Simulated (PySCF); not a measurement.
Nd⁺: ionisation energy

Nd⁺ [Xe] 4f4 6s1 [4f5/2^4 6s1/2^1, M_J = 7/2] → Nd²⁺ [Xe] 4f4 [4f5/2^4, M_J = 4], as a difference of total energies. Calculation: PySCF 2.14, in x2c-QZVPPall-2c (16s16p12d6f4g1h, 213 functions); the two-component X2C-1e Hamiltonian. Correlated levels: [Ar] 3d10 frozen; the 40 highest virtual spinors dropped. "Screened" scales the spin-orbit matrix elements by Boettger's factors to mimic the two-electron term; Breit and QED terms are absent.

```
                    method  ionisation energy (eV)
           GHF (spin-free)                  10.032
          GMP2 (spin-free)                  10.840
 GHF (screened spin-orbit)                  10.033
GMP2 (screened spin-orbit)                  10.839
```

Task: How much does correlation contribute at GMP2 (screened spin-orbit)?

Result: 10.839 − (10.033) = 0.806 eV, measured against GHF (screened spin-orbit).

The spin-free rows relax to the high-spin LS determinant and lack the spin-orbit shift.

The labels give the starting determinants; with spin-orbit coupling the two ends relaxed to ⟨J²⟩ = 20.19, ⟨L²⟩ = 41.90, ⟨S²⟩ = 8.73 and ⟨J²⟩ = 23.43, ⟨L²⟩ = 41.89, ⟨S²⟩ = 6.00.

The determinant of Nd⁺ and of Nd²⁺ mixes levels of different J (the jj label is only the starting occupation), so the difference between spin-free and spin-orbit rows is not the physical spin-orbit shift.

For comparison: 10.783 ± 0.02 eV (semi-empirical (NIST evaluation); NIST Atomic Spectra Database, ionization energies).
